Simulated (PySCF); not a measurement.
C3H7BFN, SMILES C=C(B(N)F)C.

Coordinates come from a B3LYP-D3(BJ)/def2-SVP optimisation. This is a generated structure with no PubChem entry under its InChIKey; it may be hypothetical. Other conformers were not sampled.

All values below come from TDA-PBE/def2-SVPD run with PySCF 2.14.0.

Vertical excitations.  State labels are in the subgroup Cs.

```tsv
state	symmetry	energy (eV)	λ (nm)	f	main pairs
S1	A"	5.95	209	0.001	HOMO→LUMO+1 100 %
S2	A'	6.05	205	0.167	HOMO−1→LUMO 74 %, HOMO→LUMO 19 %
S3	A"	6.21	200	0.000	HOMO−2→LUMO 99 %
S4	A'	6.61	188	0.311	HOMO→LUMO 65 %, HOMO−1→LUMO 16 %
S5	A"	6.82	182	0.017	HOMO−1→LUMO+1 97 %
S6	A"	6.94	179	0.008	HOMO→LUMO+2 97 %
S7	A'	7.17	173	0.012	HOMO−2→LUMO+1 99 %
S8	A"	7.21	172	0.006	HOMO−3→LUMO 88 %
S9	A"	7.22	172	0.026	HOMO→LUMO+3 88 %
S10	A"	7.77	160	0.007	HOMO−1→LUMO+2 88 %
T1	A'	3.93	316	0	HOMO→LUMO 96 %
T2	A'	5.26	236	0	HOMO−1→LUMO 97 %
T3	A"	5.63	220	0	HOMO−2→LUMO 99 %
T4	A"	5.87	211	0	HOMO→LUMO+1 100 %
```
Triplets are in the Tamm–Dancoff approximation.
